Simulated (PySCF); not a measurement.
## Dipole polarisabilities along the 5p block

Calculated with PySCF 2.14 for the ground configurations, without spin-orbit coupling: coupled response for Hartree-Fock and DFT. Mean α in bohr³, C₆ of like pairs in atomic units.

```json
{"species": "In [Kr] 4d10 5s2 5p1 (dyall-av2z, non-relativistic)", "α UHF": "76.20", "α PBE": "79.03", "α PBE0": "75.90", "α recommended (Schwerdtfeger and Nagle)": "65 ± 4", "C₆ UHF": "832.0", "C₆ PBE": "818.3", "C₆ PBE0": "793.6"}
{"species": "Sn [Kr] 4d10 5s2 5p2 (dyall-av2z, non-relativistic)", "α UHF": "58.28", "α PBE": "61.11", "α PBE0": "59.01", "α recommended (Schwerdtfeger and Nagle)": "53 ± 6", "C₆ UHF": "651.4", "C₆ PBE": "671.8", "C₆ PBE0": "648.4"}
{"species": "Sb [Kr] 4d10 5s2 5p3 (dyall-av2z, non-relativistic)", "α UHF": "45.11", "α PBE": "47.23", "α PBE0": "45.84", "α recommended (Schwerdtfeger and Nagle)": "43 ± 2", "C₆ UHF": "499.0", "C₆ PBE": "520.9", "C₆ PBE0": "503.7"}
{"species": "Te [Kr] 4d10 5s2 5p4 (dyall-av2z, non-relativistic)", "α UHF": "37.35", "α PBE": "39.52", "α PBE0": "38.44", "α recommended (Schwerdtfeger and Nagle)": "38 ± 4", "C₆ UHF": "409.3", "C₆ PBE": "435.6", "C₆ PBE0": "421.6"}
{"species": "I [Kr] 4d10 5s2 5p5 (dyall-av2z, non-relativistic)", "α UHF": "30.59", "α PBE": "32.42", "α PBE0": "31.61", "α recommended (Schwerdtfeger and Nagle)": "32.9 ± 1.3", "C₆ UHF": "328.5", "C₆ PBE": "351.3", "C₆ PBE0": "340.8"}
{"species": "Xe [Xe] (dyall-av2z, non-relativistic)", "α UHF": "25.13", "α PBE": "26.61", "α PBE0": "26.00", "α recommended (Schwerdtfeger and Nagle)": "27.32 ± 0.2", "C₆ UHF": "263.0", "C₆ PBE": "281.2", "C₆ PBE0": "273.5"}
```

Hartree-Fock lacks correlation. All values carry a basis error, and heavy open shells lack spin-orbit coupling.
